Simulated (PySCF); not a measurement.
**Correlation energy of Cd³⁺ (cadmium, charge +3)**

[Kr] 4d9, 2D determinant. Calculation: PySCF 2.14, in x2c-QZVPPall (13s8p7d4f2g, 118 functions); the spin-free X2C one-electron Hamiltonian (Gaussian nucleus). Frozen: [Ar] 3d10; 17 electrons correlated.

MP2 pair energies summed by pair of shells (mhartree):

```tsv
pair	energy	share (%)
4d-4d	-291.71	49.6
4p-4d	-179.35	30.5
4p-4p	-49.49	8.4
4s-4d	-36.97	6.3
4s-4p	-25.70	4.4
4s-4s	-4.47	0.8
```

Total MP2 correlation energy: -587.69 mhartree.

Same-spin part -185.12 and opposite-spin part -402.57 mhartree; SCS-MP2 scales them by 1/3 and 6/5 to -544.79 mhartree.

This basis was not built for core-valence correlation, so the inner-shell part is incomplete.
